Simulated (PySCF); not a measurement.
C₂H₈O₃Si₂.
Geometry (GFN2-xTB, Å), atoms numbered from 1 in this order:
```
atom  x, y, z in Å
O1     2.684   -1.005    0.327
Si2    1.190   -0.621    0.827
C3    -0.242   -1.390   -0.164
C4    -1.349   -0.327   -0.257
Si5   -0.494    1.374   -0.252
O6    -1.257    2.549    0.564
O7     0.891    0.963    0.525
H8     3.117   -0.462   -0.327
H9     1.173   -0.822    2.266
H10    0.109   -1.630   -1.171
H11   -0.630   -2.318    0.253
H12   -1.994   -0.406    0.622
H13   -1.987   -0.507   -1.121
H14   -0.142    1.934   -1.546
H15   -1.074    2.676    1.491
```

NICS is the negative of the GIAO shielding at a point without a nucleus: at the ring centre (0) and 1 Å above and below it (1); zz is the component along the ring normal. Level: GIAO PBE0/pcSseg-1 (PySCF, non-relativistic, gas phase) on the GFN2-xTB geometry, one conformer.

Ring bond lengths (Å), with Mayer bond orders in brackets: Si2–C3 1.904 (0.88), C3–C4 1.537 (1.00), C4–Si5 1.904 (0.88), Si5–O7 1.640 (0.93), O7–Si2 1.640 (0.93).

Q: Give the NICS values of each ring in ppm.

A: 
```json
{"ring": "Si2–C3–C4–Si5–O7", "type": "5-membered ring with O and 2 Si; formal bonds all single", "NICS(0)": "-4.0", "NICS(1), two faces": "-2.9 / -2.9", "NICS(1)zz, two faces": "-0.9 / -0.9", "rms pucker (Å)": "0.15", "centre to ring atoms, mean (Å)": "1.45"}
```

Q: What can be read from them?

A: 
- Si2–C3–C4–Si5–O7: mean NICS(1)zz -0.9 ppm, near zero. Si2, C3, C4, Si5 have four or more neighbours, so the value isn't read as a sign of a π ring current.
